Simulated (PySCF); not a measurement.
## Energy profile

The step: ZnHCl ([Cl][ZnH]) + HF → ZnClF + H₂; bonds formed: Zn1–F5, H2–H4; bonds broken: Zn1–H2, H4–F5 (atoms numbered as in the saddle structure below).

Zn1  (-0.396, -0.028, -0.386)
H2  (0.551, -1.005, 0.735)
Cl3  (-1.884, -0.007, -1.859)
H4  (0.876, -0.084, 0.881)
F5  (0.852, 1.124, 0.629)
(Å)

Electronic energies by CCSD(T) at an estimated basis limit (MP2 extrapolated from triple and quadruple zeta, plus CCSD(T) − MP2 in triple zeta), on PBE0-D4/def2-TZVP structures; ZnH₂ClF, singlet; no counterpoise correction. Computed with PySCF 2.14 with density fitting (its default auxiliary sets; JK sets also for MP2 and CCSD(T)) (basis: def2-TZVPP and def2-QZVPP); correlated methods freeze the cores. The 3s and 3p shells of Cu and Zn are frozen; filled d shells are correlated. Extrapolation: Hartree–Fock as exp(−7.88 √X), correlation as X^−2.97.

Problem. Give the profile in kcal/mol, counted from the separated reactants. (To be estimated.)

Solution. Computed:
| point | kcal/mol |
| --- | --- |
| separated: ZnHCl (linked as [Cl][ZnH]; Zn1, H2, Cl3; singlet) + HF (H4, F5; singlet) | 0.00 |
| start structure | -3.28 |
| saddle | 13.79 |
| end structure | -10.90 |
| separated: ZnClF (linked as [F][Zn][Cl]; Zn1, Cl3, F5; singlet) + H₂ (H2, H4; singlet) | -9.25 |

T1 diagnostic: at most 0.016.

For scale, one of the runs: CCSD(T)/def2-TZVPP, 165 basis functions, launched by `OMP_NUM_THREADS=4 python run.py`. Hardware: 4 CPU threads of an Arm Neoverse V2, shared host. Wall time 3 min; peak host memory 1.6 GiB.
